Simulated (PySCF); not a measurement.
The second ionisation energy along the 4p block

All values are computed (PySCF 2.14, energy differences of UHF-based or UKS calculations, no spin-orbit coupling). Values in eV. The last column holds reference values (NIST; (s) semi-empirical, (t) theoretical, else measured). Unmarked ones compare directly (S terms, centres of terms, or small fine structure); those marked * lie between the lowest fine-structure levels and include a spin-orbit shift.

| element | configurations | UHF | MP2 (valence) | SCS-MP2 (valence) | CCSD (valence) | CCSD(T) (valence) | M06-L | reference |
| --- | --- | --- | --- | --- | --- | --- | --- | --- |
| Ga (jorge-DZP-DKH, spin-free X2C) | [Ar] 3d10 4s2 → [Ar] 3d10 4s1 | 18.656 | 19.249 | 19.367 | 19.558 | 19.558 | 20.280 | 20.515 |
| Ge (jorge-DZP-DKH, spin-free X2C) | [Ar] 3d10 4s2 4p1 → [Ar] 3d10 4s2 | 15.059 | 15.028 | 14.996 | 14.973 | 14.977 | n/a | 15.789 |
| As (jorge-DZP-DKH, spin-free X2C) | [Ar] 3d10 4s2 4p2 → [Ar] 3d10 4s2 4p1 | 17.947 | 17.928 | 17.880 | 17.859 | 17.860 | 18.189 | 18.589 * |
| Se (jorge-DZP-DKH, spin-free X2C) | [Ar] 3d10 4s2 4p3 → [Ar] 3d10 4s2 4p2 | 20.921 | 20.917 | 20.851 | 20.831 | 20.832 | 21.122 | 21.196 ± 0.01 * |
| Kr (jorge-DZP-DKH, spin-free X2C) | [Ar] 3d10 4s2 4p5 → [Ar] 3d10 4s2 4p4 | 23.350 | 23.545 | 23.538 | 23.553 | 23.557 | 24.346 | 24.360 * |

Q: Fill in the row of Br (jorge-DZP-DKH, spin-free X2C) ([Ar] 3d10 4s2 4p4 → [Ar] 3d10 4s2 4p3).

A: UHF 20.230; MP2 (valence) 20.391; SCS-MP2 (valence) 20.399; CCSD (valence) 20.410; CCSD(T) (valence) 20.413; M06-L 21.333; reference 21.409 (eV).

"Valence" correlates the outer s and p shells and, in groups 3 to 12 and the f block, the outer d or f shell, open or full, or the next shell where the ion has no valence electron left; the wider scheme adds the next inner shell.
